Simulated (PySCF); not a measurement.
Geometries of 3 isomers of C7H4ClFO, from PBE0-D3(BJ)/def2-TZVP geometry optimisation, gas phase in PySCF 2.14.0. One conformer each, no zero-point energy, no frequencies.

Question: Which is lowest in electronic energy at this level?
A.
```xyz
14
angstrom
O      2.966    1.217   -0.373
C      2.309    0.241   -0.493
F      2.866   -0.897   -0.957
C      0.880    0.076   -0.191
C      0.219   -1.134   -0.379
C     -1.128   -1.243   -0.084
C     -1.807   -0.133    0.398
Cl    -3.484   -0.264    0.764
C     -1.161    1.081    0.592
C      0.183    1.180    0.295
H      0.760   -1.992   -0.757
H     -1.654   -2.177   -0.226
H     -1.713    1.931    0.971
H      0.714    2.114    0.435
```
B.
```xyz
14
angstrom
O      3.043   -0.554    0.536
C      2.316   -0.045   -0.252
Cl     2.973    0.599   -1.763
C      0.846    0.023   -0.103
C      0.262   -0.992    0.660
C     -1.103   -1.047    0.856
C     -1.915   -0.065    0.306
C     -1.361    0.966   -0.432
C      0.006    1.001   -0.632
F      0.499    2.031   -1.313
H      0.917   -1.741    1.086
H     -1.534   -1.852    1.439
H     -2.988   -0.096    0.457
H     -1.968    1.757   -0.855
```
C.
```xyz
14
angstrom
O      2.859    1.277    0.508
C      2.273    0.248    0.492
Cl     3.146   -1.264    0.861
C      0.836    0.084    0.182
C      0.118    1.248   -0.092
C     -1.230    1.170   -0.392
C     -1.873   -0.059   -0.424
C     -1.140   -1.199   -0.150
F     -1.754   -2.384   -0.183
C      0.204   -1.155    0.154
H      0.633    2.199   -0.065
H     -1.789    2.072   -0.604
H     -2.927   -0.146   -0.658
H      0.742   -2.069    0.362
```

Answer: A. That is `O=C(F)c1ccc(Cl)cc1`, 8.2 kcal/mol below the next.

| SMILES | atoms numbered as above | E (Eh) | relative (kcal/mol) | relative (kJ/mol) | dipole (D) |
| --- | --- | --- | --- | --- | --- |
| O=C(F)c1ccc(Cl)cc1 | [O:1]=[C:2]([F:3])[c:4]1[cH:5][cH:6][c:7]([Cl:8])[cH:9][cH:10]1 | -903.99617 | 0.0 | 0.0 | 2.55 |
| O=C(Cl)c1cccc(F)c1 | [O:1]=[C:2]([Cl:3])[c:4]1[cH:5][cH:6][cH:7][c:8]([F:9])[cH:10]1 | -903.98312 | 8.2 | 34.3 | 3.00 |
| O=C(Cl)c1ccccc1F | [O:1]=[C:2]([Cl:3])[c:4]1[cH:5][cH:6][cH:7][cH:8][c:9]1[F:10] | -903.97596 | 12.7 | 53.1 | 4.09 |
